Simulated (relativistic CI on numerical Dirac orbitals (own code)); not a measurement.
**Sensitivity of the levels of Hg to α and to the nuclear radius**

Calculated at this level of theory: Dirac-Coulomb-Breit CI, separate exchange-only KLI orbitals for each configuration, valence Slater integrals scaled by 0.85, P86 correlation energy added to each configuration, derivatives by finite differences, QED left out (own radial code, finite nucleus).

CI space (outside the closed core [Xe] 4f14): 5d10 6s2, 5d10 6s 6p, 5d10 6s 7s, 5d9 6s2 6p, 5d10 6s 7p, 5d10 6s 6d, 5d10 6s 5f, 5d10 6p2, 5d9 6p3. Double excitations out of closed p, d and f shells are left out; levels of such configurations are missing from the list, as are those of other unlisted configurations, and high levels can miss mixing partners.

With x = (α/α₀)² − 1 an excitation energy changes as ω = ω₀ + qx; K = 2q/ω₀ is the relative enhancement. Terms are leading LS components, so labels can repeat. The field-shift factor is F = δν/δ⟨r²⟩ for the transition from the lowest level.

Lowest level 5d10 6s2 1S_0.

| Level | ω₀ (cm⁻¹) | q (cm⁻¹) | F (GHz/fm²) |
| --- | --- | --- | --- |
| 5d10 6s 6p 3P°_0 | 31295.2 | 13470 | -49.1 |
| 5d10 6s 6p 3P°_1 | 33144.6 | 15990 | -49.6 |
| 5d10 6s 6p 3P°_2 | 37062.1 | 21640 | -50.1 |
| 5d10 6s 6p 1P°_1 | 49456.9 | 17950 | -41.8 |
| 5d10 6s 7s 3S_1 | 55299.1 | 19030 | -37.9 |
| 5d10 6s 7s 1S_0 | 56936.2 | 18770 | -37.2 |
| 5d10 6s 7p 3P°_0 | 62425.3 | 19840 | -42.4 |
| 5d10 6s 7p 3P°_1 | 62606.2 | 20010 | -42.3 |
| 5d10 6s 7p 3P°_2 | 62855.9 | 16870 | -37.2 |
| 5d10 6s 6d 1D_2 | 63859.9 | 21720 | -43.9 |
| 5d10 6s 6d 3D_1 | 64037.9 | 21350 | -42.9 |
| 5d10 6s 6d 3D_2 | 64056.8 | 21370 | -42.9 |
| 5d10 6s 6d 3D_3 | 64089.6 | 21400 | -42.9 |

Correlation outside the listed configurations is missing or only estimated: errors of thousands of cm⁻¹ between configurations and terms are usual at this charge. Rates and lifetimes follow the computed energies and can be off by large factors. The fine structure of a lone outer electron comes out too small, for d and f at times inverted, and misplaced configurations move strength between like terms.

**Question.** Which transition from the lowest level has the largest |K|?

**Answer.** 5d10 6s 6p 3P°_2 at 37062.1 cm⁻¹, K = 1.17.
